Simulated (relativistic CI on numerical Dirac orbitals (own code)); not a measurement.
# A ladder of approximations for the levels of Kr V

Calculated with a relativistic CI code on KLI orbitals (one set per configuration, finite nucleus), adding one ingredient at a time: step 1, Dirac-Coulomb, each configuration alone; step 2, with Breit and QED terms; step 3, with configuration mixing; step 4, with scaled Slater integrals (0.85); step 5, with a P86 correlation estimate; step 6, tied to the ionisation limit. P86 is a density functional for the correlation energy, evaluated here for each configuration and added to its levels. Step 6 is semi-empirical: configurations made of the next ion and one excited electron move by -5352 cm⁻¹, so that their limit matches the tabulated ionisation energy, and those with a non-penetrating f or g electron also take the P86 value of the least penetrating other one.

Configurations in the expansion (outside the closed core [Ar] 3d10): 4s²4p², 4s4p³, 4s²4p4d, 4s²4p5s, 4s²4p5p, 4p⁴, 4s4p²4d, 4s²4p4f, 4s4p²4f, 4s²4p5d, 4s²4p6s, 4p³4d, 4s²4p6p, 4s²4d², 4s4d³, 4p²4d², 4p4d³, 4p4d²5s, 4p4d²5p, 4p4d²4f, 4s²4f², 4s4d4f².

Computed minus measured energy above the ground level, in cm⁻¹, for 17 of the 26 excited levels that pair in every step (one J of a term; a digit in brackets numbers repeated terms):

```csv
Configuration,Term,J,Measured,Step 1,Step 2,Step 3,Step 4,Step 5,Step 6
4s²4p²,3P,1,3743,-127,-207,-247,-68,-67,-67
4s²4p²,1D,2,19723,2982,2822,1552,-128,-111,-122
4s²4p²,1S,0,39204,7172,7017,2482,-1793,-1783,-1786
4s4p³,3D°,1,129658,4267,3950,138,1892,2502,1981
4s4p³,3P°,0,147925,2610,2266,3378,2045,2641,2111
4s4p³,3S°,1,185064,12976,12664,10126,2377,2890,2807
4s²4p4d,3F°,2,190279,-2846,-3085,1992,2253,4272,-943
4s4p³,1P°,1,194041,16968,16565,12035,3479,4128,3473
4s²4p4d,3P°,0,216420,-3023,-3385,10850,5713,7598,2860
4s²4p4d,3D°,3,219382,-4073,-4452,9920,4748,6669,1894
4s²4p4d,1F°,3,234121,10153,9792,11967,4911,6981,1743
4s²4p5s,3P°,1,240926,-1983,-2085,10991,6046,10393,5075
4s²4p5s,1P°,1,250993,-1007,-1236,12168,6773,11122,5809
4s²4p5p,3D,1,278928,-1760,-1909,9290,5976,10910,5574
4s²4p5p,3P,2,291138,-973,-1258,10117,6014,10938,5610
4s²4p5p,3S,1,293705,-1885,-2180,9375,5069,10000,4659
4s²4p5p,1D,2,296600,-177,-471,10724,5788,10714,5389
```

Mean absolute errors in cm⁻¹, over all paired levels and for the configurations:

```csv
"Configuration, levels",Step 1,Step 2,Step 3,Step 4,Step 5,Step 6
"all, 26",3689,3684,6343,3581,5791,2976
"4s²4p², 4",2617,2523,1119,532,525,529
"4s4p³, 8",6426,6076,4011,2174,2776,2277
"4s²4p4d, 5",4419,4606,7326,3965,5950,1692
"4s²4p5s, 3",1311,1500,11231,6484,10883,5557
"4s²4p5p, 6",1336,1592,9672,5715,10645,5320
```

Measured levels: Saloman, J. Phys. Chem. Ref. Data 36, 215 (2007).

The mean absolute error is lowest at step 6 (2976 cm⁻¹), and the largest single drop is from step 5 to 6 (5791 to 2976). Terms of the ground configuration are off by 2617 at first, 1119 with mixing and 532 after scaling, which stands in for the correlation that narrows term splittings. The Breit and QED terms change the top of the ground term (measured 7595) from 7782 to 7641. Mixing lowers the ground level by 12304; relative to it the configurations that move most are 4s²4p5s by +12731, 4s²4p5p by +11264, 4s²4p4d by +8015. Configurations whose own partners of that kind are not in the list rise by much of that lowering, so a short list can trade one imbalance for another. The P86 estimate moves 4s²4p5p by +4930, 4s²4p5s by +4398, 4s²4p4d by +1985, and takes the mean absolute error of the excited configurations from 4135 to 6749; it adds to levels that were already too high. Step 6 takes that error from 6749 to 3421; the error more than halves for 4s²4p4d, 4s²4p5p.
